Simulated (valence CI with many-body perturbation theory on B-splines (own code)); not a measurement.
# E1 transitions of Au74+

Level of theory: relativistic CI+MBPT: three valence electrons over a frozen Dirac-Fock core [He], radial functions for each j: 11 s, 11 p, 10 d, 8 f, 5 g, 2 h, with the one-electron correlation potential Σ1 (screened to all orders), the two-electron term Σ2, the three-electron term Σ3, Breit, model QED; selected single and double excitations, second order for the rest, scaled by the run's own slope (own B-spline code, finite nucleus).

No measured spectrum was set against this ion. As an estimate, large intervals hold to a few tenths of a per cent, small ones and those within an open d or f shell to about a per cent.

Lines 151 to 200 of 575 in falling wavelength, among levels below 147820 × 10³ cm⁻¹, chosen from the strongest by gf and those to the six lowest levels. Wavelengths and rates use the calculated energies. Electric multipoles are in the length gauge, E1 and E2 with the static RPA response of the core. Weak lines are less certain than strong ones. Lines between different terms over intervals too small for the method are left out, as are lines whose strength nearly cancels. The highest levels of a list are the least certain.

Levels are named by their leading jj configuration (3d3/2^4 stands for four electrons in 3d with j = 3/2), which in mixed levels can hold well under half, so a name can repeat and another be missing. Letters in brackets count levels of one name in rising energy.

| λ vac (nm) | Upper | Lower | A (s⁻¹) | log gf | Branch % |
| --- | --- | --- | --- | --- | --- |
| 0.5589 | (2p3/2^2 3d3/2) J=7/2 | (2s 2p3/2 3d3/2) J=5/2 [b] | 1.38e+13 | -0.29 | 0.7 |
| 0.5587 | (2p3/2^2 3d3/2) J=5/2 | (2s 2p3/2 3d3/2) J=5/2 [b] | 4.98e+12 | -0.85 | 0.2 |
| 0.5585 | (2p3/2^2 3p1/2) J=3/2 | (2s 2p3/2 3p1/2) J=1/2 | 1.30e+13 | -0.61 | 1.4 |
| 0.5584 | (2p3/2^2 3p1/2) J=5/2 | (2s 2p3/2 3p1/2) J=3/2 [b] | 1.53e+13 | -0.37 | 1.6 |
| 0.5576 | (2p3/2^2 3d3/2) J=3/2 [a] | (2s 2p3/2 3d3/2) J=3/2 [b] | 9.72e+12 | -0.74 | 0.5 |
| 0.5572 | (2p3/2^2 3d3/2) J=5/2 | (2s 2p3/2 3d3/2) J=3/2 [b] | 1.08e+13 | -0.52 | 0.5 |
| 0.5566 | (2p3/2^2 3s) J=3/2 | (2s 2p3/2 3s) J=3/2 [b] | 5.83e+12 | -0.97 | 1.2 |
| 0.5555 | (2p3/2^2 3d5/2) J=5/2 [a] | (2s 2p3/2 3d5/2) J=3/2 [b] | 6.91e+12 | -0.72 | 0.3 |
| 0.5551 | (2p3/2^2 3d5/2) J=3/2 | (2s 2p3/2 3d5/2) J=3/2 [b] | 1.03e+13 | -0.72 | 0.3 |
| 0.5547 | (2p3/2^2 3s) J=3/2 | (2s 2p3/2 3s) J=1/2 | 1.27e+13 | -0.63 | 2.7 |
| 0.5542 | (2p3/2^2 3d5/2) J=5/2 [a] | (2s 2p3/2 3d5/2) J=5/2 [b] | 7.07e+12 | -0.71 | 0.3 |
| 0.5538 | (2p1/2 2p3/2^2) J=3/2 | (2s 2p1/2 2p3/2) J=1/2 | 1.34e+13 | -0.61 | 38.5 |
| 0.5538 | (2p3/2^2 3d5/2) J=3/2 | (2s 2p3/2 3d5/2) J=5/2 [b] | 5.89e+12 | -0.97 | 0.2 |
| 0.5530 | (2p3/2^2 3p3/2) J=3/2 [a] | (2s 2p3/2 3p3/2) J=1/2 [b] | 1.35e+13 | -0.61 | 2.1 |
| 0.5488 | (2p1/2 2p3/2 3d5/2) J=3/2 [a] | (2s 2p1/2 3d5/2) J=3/2 | 8.41e+12 | -0.82 | 0.5 |
| 0.5487 | (2p1/2 2p3/2^2) J=5/2 | (2s 2p1/2 2p3/2) J=3/2 [b] | 1.64e+13 | -0.35 | 49.4 |
| 0.5487 | (2p1/2 2p3/2 3p3/2) J=3/2 [a] | (2s 2p1/2 3p3/2) J=3/2 [b] | 8.35e+12 | -0.82 | 1.2 |
| 0.5483 | (2p1/2 2p3/2 3d5/2) J=5/2 [a] | (2s 2p1/2 3d5/2) J=5/2 [b] | 6.32e+12 | -0.77 | 0.3 |
| 0.5469 | (2p1/2 2p3/2 3d3/2) J=5/2 [a] | (2s 2p1/2 3d3/2) J=5/2 | 8.60e+12 | -0.64 | 3.0 |
| 0.5463 | (2p1/2 2p3/2 3s) J=3/2 [b] | (2s 2p1/2 3s) J=1/2 [b] | 1.28e+13 | -0.64 | 2.9 |
| 0.5462 | (2p1/2 2p3/2 3d5/2) J=9/2 | (2s 2p1/2 3d5/2) J=7/2 | 1.43e+13 | -0.19 | 46.0 |
| 0.5462 | (2p3/2^3) J=3/2 | (2s 2p3/2^2) J=3/2 | 3.41e+13 | -0.21 | 65.5 |
| 0.5460 | (2p3/2^3) J=3/2 | (2s 2p3/2^2) J=1/2 | 7.98e+12 | -0.85 | 15.3 |
| 0.5457 | (2p1/2 2p3/2 3p1/2) J=3/2 [a] | (2s 2p1/2 3p1/2) J=3/2 | 7.55e+12 | -0.87 | 0.7 |
| 0.5456 | (2p1/2 2p3/2 3p3/2) J=7/2 | (2s 2p1/2 3p3/2) J=5/2 | 1.61e+13 | -0.24 | 3.3 |
| 0.5453 | (2p1/2 2p3/2 3d5/2) J=5/2 [a] | (2s 2p1/2 3d5/2) J=7/2 | 4.11e+12 | -0.96 | 0.2 |
| 0.5445 | (2s 2p3/2 3d5/2) J=7/2 [b] | (2s^2 3d5/2) J=5/2 | 1.81e+13 | -0.19 | 2.3 |
| 0.5444 | (2p3/2^2 3d5/2) J=5/2 [b] | (2s 2p3/2 3d5/2) J=3/2 [b] | 4.93e+12 | -0.88 | 0.3 |
| 0.5440 | (2p1/2 2p3/2 3d5/2) J=5/2 [b] | (2s 2p1/2 3d5/2) J=3/2 | 6.75e+12 | -0.75 | 0.2 |
| 0.5439 | (2p3/2^2 3p3/2) J=3/2 [b] | (2s 2p3/2 3p3/2) J=3/2 [b] | 1.82e+13 | -0.49 | 2.8 |
| 0.5438 | (2p1/2 2p3/2 3d5/2) J=5/2 [b] | (2s 2p1/2 3d5/2) J=5/2 [b] | 4.50e+12 | -0.92 | 0.1 |
| 0.5438 | (2p3/2^2 3p3/2) J=1/2 | (2s 2p3/2 3p3/2) J=1/2 [a] | 1.54e+13 | -0.86 | 2.4 |
| 0.5434 | (2s 2p3/2 3p3/2) J=5/2 [b] | (2s^2 3p3/2) J=3/2 | 2.16e+13 | -0.24 | 5.6 |
| 0.5433 | (2p1/2 2p3/2 3d3/2) J=5/2 [b] | (2s 2p1/2 3d3/2) J=3/2 [b] | 1.41e+13 | -0.43 | 0.5 |
| 0.5433 | (2p1/2 2p3/2 3p3/2) J=3/2 [b] | (2s 2p1/2 3p3/2) J=1/2 | 7.88e+12 | -0.86 | 1.3 |
| 0.5431 | (2p3/2^2 3d5/2) J=5/2 [b] | (2s 2p3/2 3d5/2) J=5/2 [b] | 1.20e+13 | -0.50 | 0.7 |
| 0.5430 | (2p3/2^2 3d5/2) J=5/2 [b] | (2p1/2 2p3/2 3p3/2) J=7/2 | 4.98e+12 | -0.88 | 0.3 |
| 0.5430 | (2p1/2 2p3/2 3d5/2) J=7/2 [a] | (2s 2p1/2 3d5/2) J=5/2 [a] | 1.22e+13 | -0.36 | 14.6 |
| 0.5430 | (2p1/2 2p3/2 3d3/2) J=7/2 | (2s 2p1/2 3d3/2) J=5/2 | 1.43e+13 | -0.30 | 15.9 |
| 0.5429 | (2p3/2^2 3d3/2) J=3/2 [b] | (2s 2p3/2 3d3/2) J=1/2 [b] | 6.76e+12 | -0.92 | 0.3 |
| 0.5428 | (2p1/2 2p3/2 3d3/2) J=3/2 [b] | (2s 2p1/2 3d3/2) J=1/2 | 7.61e+12 | -0.87 | 0.3 |
| 0.5428 | (2p3/2^2 3p3/2) J=5/2 | (2s 2p3/2 3p3/2) J=5/2 [a] | 1.14e+13 | -0.52 | 1.8 |
| 0.5427 | (2p1/2 2p3/2 3p1/2) J=5/2 | (2s 2p1/2 3p1/2) J=3/2 | 1.61e+13 | -0.37 | 1.5 |
| 0.5426 | (2p1/2 2p3/2 3p3/2) J=5/2 [a] | (2s 2p1/2 3p3/2) J=3/2 [a] | 1.16e+13 | -0.51 | 1.9 |
| 0.5423 | (2p1/2 2p3/2 3p1/2) J=3/2 [b] | (2s 2p1/2 3p1/2) J=1/2 [b] | 1.62e+13 | -0.54 | 1.7 |
| 0.5423 | (2p3/2^2 3d5/2) J=7/2 | (2s 2p3/2 3d5/2) J=7/2 [a] | 7.53e+12 | -0.58 | 15.7 |
| 0.5421 | (2p1/2 2p3/2 3d5/2) J=7/2 [b] | (2s 2p1/2 3d5/2) J=5/2 [b] | 7.56e+12 | -0.57 | 0.2 |
| 0.5421 | (2s 2p3/2 3d3/2) J=3/2 [b] | (2s^2 3d3/2) J=3/2 | 2.14e+13 | -0.42 | 0.9 |
| 0.5419 | (2p1/2 2p3/2 3d3/2) J=3/2 [b] | (2s 2p1/2 3d3/2) J=3/2 [b] | 8.08e+12 | -0.85 | 0.3 |
| 0.5407 | (2s 2p3/2 3d3/2) J=5/2 [b] | (2s^2 3d3/2) J=3/2 | 2.00e+13 | -0.28 | 0.9 |
